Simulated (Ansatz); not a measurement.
Pulling on the Ge1–H3 bond in BrGeH3 (SMILES [GeH3][Br]) (multiplicity 1 held, fragments rigid). Energies count from the point at 1.533 Å.
Geometry at that point (charge 0, multiplicity 1):
```xyz
5

Ge    -1.1456     0.0468     0.0046
Br     1.1842    -0.0484    -0.0048
H     -1.5399     1.4838    -0.3541
H     -1.6070    -0.3323     1.4163
H     -1.6424    -0.9559    -1.0428
```

Signs of static correlation in cc-pVDZ, with CASSCF(2,2), from Ansatz (an electronic-structure program) runs.

```json
[
 {"R (Å)": "1.226", "T1 of restricted CCSD": "0.009", "⟨S²⟩ of UHF": "0.000", "largest double amplitude of restricted CCSD": "0.045", "weight of the CASSCF reference in MRCISD": "0.907", "CASSCF natural occupations": "1.99 0.01"},
 {"R (Å)": "1.379", "T1 of restricted CCSD": "0.009", "⟨S²⟩ of UHF": "0.000", "largest double amplitude of restricted CCSD": "0.046", "weight of the CASSCF reference in MRCISD": "0.907", "CASSCF natural occupations": "1.98 0.02"},
 {"R (Å)": "1.533", "T1 of restricted CCSD": "0.009", "⟨S²⟩ of UHF": "0.000", "largest double amplitude of restricted CCSD": "0.048", "weight of the CASSCF reference in MRCISD": "0.906", "CASSCF natural occupations": "1.98 0.02"},
 {"R (Å)": "1.686", "T1 of restricted CCSD": "0.009", "⟨S²⟩ of UHF": "0.000", "largest double amplitude of restricted CCSD": "0.047", "weight of the CASSCF reference in MRCISD": "0.906", "CASSCF natural occupations": "1.97 0.03"},
 {"R (Å)": "1.839", "T1 of restricted CCSD": "0.010", "⟨S²⟩ of UHF": "0.000", "largest double amplitude of restricted CCSD": "0.040", "weight of the CASSCF reference in MRCISD": "0.906", "CASSCF natural occupations": "1.95 0.05"},
 {"R (Å)": "2.069", "T1 of restricted CCSD": "0.011", "⟨S²⟩ of UHF": "0.000", "largest double amplitude of restricted CCSD": "0.086", "weight of the CASSCF reference in MRCISD": "0.906", "CASSCF natural occupations": "1.92 0.08"},
 {"R (Å)": "2.299", "T1 of restricted CCSD": "0.014", "⟨S²⟩ of UHF": "0.352", "largest double amplitude of restricted CCSD": "0.166", "weight of the CASSCF reference in MRCISD": "0.906", "CASSCF natural occupations": "1.87 0.13"},
 {"R (Å)": "2.682", "T1 of restricted CCSD": "0.021", "⟨S²⟩ of UHF": "0.769", "largest double amplitude of restricted CCSD": "0.303", "weight of the CASSCF reference in MRCISD": "0.906", "CASSCF natural occupations": "1.73 0.27"},
 {"R (Å)": "3.065", "T1 of restricted CCSD": "0.032", "⟨S²⟩ of UHF": "0.919", "largest double amplitude of restricted CCSD": "(withheld)", "weight of the CASSCF reference in MRCISD": "0.906", "CASSCF natural occupations": "1.54 0.46"},
 {"R (Å)": "3.525", "T1 of restricted CCSD": "(withheld)", "⟨S²⟩ of UHF": "0.979", "largest double amplitude of restricted CCSD": "0.617", "weight of the CASSCF reference in MRCISD": "0.906", "CASSCF natural occupations": "1.33 0.67"},
 {"R (Å)": "4.138", "T1 of restricted CCSD": "0.055", "⟨S²⟩ of UHF": "0.999", "largest double amplitude of restricted CCSD": "0.782", "weight of the CASSCF reference in MRCISD": "0.906", "CASSCF natural occupations": "1.15 0.85"},
 {"R (Å)": "4.905", "T1 of restricted CCSD": "0.058", "⟨S²⟩ of UHF": "1.004", "largest double amplitude of restricted CCSD": "0.886", "weight of the CASSCF reference in MRCISD": "0.906", "CASSCF natural occupations": "1.05 0.95"}
]
```

Problem. Complete the blanks.

Solution. 
- 3.065, largest double amplitude of restricted CCSD: 0.448
- 3.525, T1 of restricted CCSD: 0.045

Doubts at one or more of the structures used: a restricted determinant that unrestricted orbitals would lower (R-CCSD(T)/cc-pVDZ); other coupled-cluster roots lie near (R-CCSD(T)/cc-pVDZ); T1 above 0.05 (R-CCSD(T)/cc-pVDZ, U-CCSD(T)/cc-pVDZ); a spin-contaminated determinant (U-CCSD(T)/cc-pVDZ).
